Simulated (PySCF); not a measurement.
**Two-component Hartree-Fock for Ca¹⁴⁺ (calcium, charge +14)**

Start: [He] 2s2 2p2; 2p1/2 filled at m_j = -1/2, +1/2. Calculated with PySCF 2.14 in an even-tempered Gaussian basis (18 s from 2.6 bohr⁻², ratio 2.4; 11 p from 3.4 bohr⁻², ratio 2.4; 5 d from 13 bohr⁻², ratio 2.6; 5 f from 20 bohr⁻², ratio 2.6): generalised Hartree-Fock with the X2C-1e Hamiltonian and a Gaussian nucleus; one run each with spin-orbit coupling (SO) switched off, then screened by Boettger's factors.

```csv
spinor shell,electrons,"ε, spin-free (eV)","ε, screened SO (eV)",weight of nominal j (screened SO),"rms radius, screened SO (bohr)"
1s1/2,2,-4710.0,-4709.6,1.000,0.0881
2s1/2,2,-939.64,-939.54,1.000,0.361
2p1/2,2,-896.17,-896.87,0.635,0.317
```

```
   quantity   spin-free  screened SO
E (hartree)  -540.51150   -540.59073
        M_J           0            0
       ⟨J²⟩       2.000        1.419
       ⟨L²⟩       2.000        1.952
       ⟨S²⟩       2.000        1.948
```

The determinant has a definite M_J but mixes levels of different J.

Each row is a mean over spinors that exchange with the open shell spreads, by up to 28.802 eV (2s1/2).

Rows whose weight is well below 1 are mixtures of j = l ± 1/2: exchange outweighs spin-orbit coupling there, and the label is only the starting occupation.

Without spin-orbit coupling the j labels of p, d and f shells carry no meaning; the spin-free column gives the mean over the occupied spinors of each nl shell.
